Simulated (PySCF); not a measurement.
ClI, triplet, at a GFN2-xTB geometry (a higher spin typed on purpose: for a closed-shell molecule this is an excited state) (all electrons, no relativity). Base run: PySCF with HF/6-311G**.

Geometry (Å):
```xyz
2

Cl     0.0000     0.0000    -2.1180
I      0.0000     0.0000     0.6793
```
Charge 0, spin multiplicity 3.
Orbitals are unrestricted.
All else is at PySCF's defaults.

The base run was repeated with changes; each row names its change, and settings that it needs were set with it.

| change | basis functions | E (Eh) | HOMO (eV) | dipole (D) |
|---|---|---|---|---|
| base | 88 | -7376.27443 | -10.71 | 2.52 |
| basis = jorge-DZP-DKH; relativity = spin-free X2C | 72 | -7567.96006 | -9.23 | 2.57 |
| basis = ANO-RCC-VDZP; relativity = none | 61 | -7133.36713 | -11.38 | 1.45 |
| basis = jorge-DZP-DKH; relativity = spin-free X2C; nucleus = Gaussian (with nucmod='G') | 72 | -7567.75745 | -9.23 | 2.57 |
| basis = x2c-TZVPall; relativity = spin-free X2C | 97 | -7573.74095 | -10.59 | 2.15 |
| basis = x2c-TZVPall; relativity = none | 97 | -7222.87998 | -10.59 | 2.11 |
| basis = jorge-DZP-DKH; relativity = none | 72 | -7300.61799 | -9.41 | 2.02 |
| basis = ANO-RCC-VDZP; relativity = spin-free X2C | 61 | -7573.54756 | -10.73 | 2.27 |
| basis = ANO-RCC-VDZP; relativity = spin-free X2C; nucleus = Gaussian (with nucmod='G') | 61 | -7573.30863 | -10.73 | 2.27 |
| basis = x2c-TZVPall; relativity = spin-free X2C; nucleus = Gaussian (with nucmod='G') | 97 | -7573.53851 | -10.59 | 2.15 |

Total energies compare only within one method and basis.

Open shells are given as the SCF converged; they aren't shown to be the lowest states, and a large step between rows can be another state.

Basis sets contracted for a relativistic Hamiltonian are a mismatch without it, so the rows without relativity aren't non-relativistic limits. No row has spin-orbit coupling; sets with core potentials leave out the core electrons.
